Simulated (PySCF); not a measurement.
CH₅Ge₂N, SMILES [CH]1=[N][GeH2][GeH2]1.

Geometry optimised at B3LYP-D3(BJ)/def2-SVP. The structure was generated by enumeration, and PubChem lists no compound with its InChIKey, so it may never have been made.

Method: ωB97X/def2-TZVP run with PySCF.

Computed frontier levels, gap, dipole moment and polarisability:
- highest occupied level: -8.82 eV
- lowest empty level: 1.38 eV
- orbital gap: 10.21 eV
- dipole moment: 1.94 D
- quadrupole, principal values (traceless, Buckingham form, about the centre of nuclear charge): -7.14, 0.46, 6.68 D·Å
- mean static polarisability: 80.1 bohr³ (11.86 Å³)
- polarisability, principal values: 64.5, 74.2, 101.4 bohr³
